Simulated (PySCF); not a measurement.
GaH₂, SMILES [GaH2+], charge +1.

Coordinates come from a B3LYP-D3(BJ)/def2-TZVPD optimisation. The multiplicity is an assumed one; other spin states were not compared. The isomer is the one that the SMILES or the coordinates give; other isomers of the formula were not compared.

Two levels are set side by side: TDA-PBE/def2-TZVPD (PySCF) and ADC(2)/aug-cc-pVDZ (PySCF). Vertical, same geometry; the bases differ. Differences are taken from unrounded values.

```tsv
quantity	ADC(2)	TDA-PBE	TDA-PBE minus ADC(2)
lowest singlet excitation (eV)	7.00	6.39	-0.61
```

A lower first singlet is the usual sign of a functional without exact exchange. Differences between two approximate levels are no errors against the true value.

Rough cost on one machine, each run with all the roots and properties that it gave: ADC(2) against TDA-PBE within a factor of 2.
